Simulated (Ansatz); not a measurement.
`N[SiH2][Se][SiH3]` and `N[SiH2]O[SiH3]` differ in one element.

Ansatz, PBE0-D4/def2-TZVP geometries, multiplicity 1. Each molecule was computed in one conformer, which needn't be the lowest.

Scalar relativity is left out up to krypton.

| property | `N[SiH2][Se][SiH3]` |
| --- | --- |
| HOMO energy (PBE0/def2-TZVPP) / eV | -6.92 |
| HOMO–LUMO gap (PBE0/def2-TZVPP) / eV | 6.81 |
| HOMO energy (PBE/def2-TZVPP) / eV | -5.79 |
| HOMO energy (B3LYP/def2-TZVPP) / eV | -6.68 |
| LUMO energy (ωB97M-V/def2-TZVPP) / eV | 1.56 |
| HOMO–LUMO gap (B3LYP/def2-TZVPP) / eV | 6.37 |

(1) What does the change do to each property? (Estimate.)

## Answers

(1) Ansatz gave: 
| property | `N[SiH2]O[SiH3]` | shift |
| --- | --- | --- |
| HOMO energy (PBE0/def2-TZVPP) / eV | -7.88 | -0.96 |
| HOMO–LUMO gap (PBE0/def2-TZVPP) / eV | 8.19 | 1.38 |
| HOMO energy (PBE/def2-TZVPP) / eV | -6.42 | -0.63 |
| HOMO energy (B3LYP/def2-TZVPP) / eV | -7.60 | -0.92 |
| LUMO energy (ωB97M-V/def2-TZVPP) / eV | 1.92 | 0.36 |
| HOMO–LUMO gap (B3LYP/def2-TZVPP) / eV | 7.69 | 1.32 |

With PBE0 the HOMO falls by 0.96 eV and the LUMO rises by 0.42 eV, so the gap widens by about 1.38 eV. PBE moves the HOMO by -0.63 eV and ωB97M-V by -1.26 eV.

B3LYP here is the variant with VWN-RPA as its local correlation; programs differ in this.

Spin–orbit coupling is left out; it splits and shifts lone-pair levels of the heavy atoms by tenths of an eV.
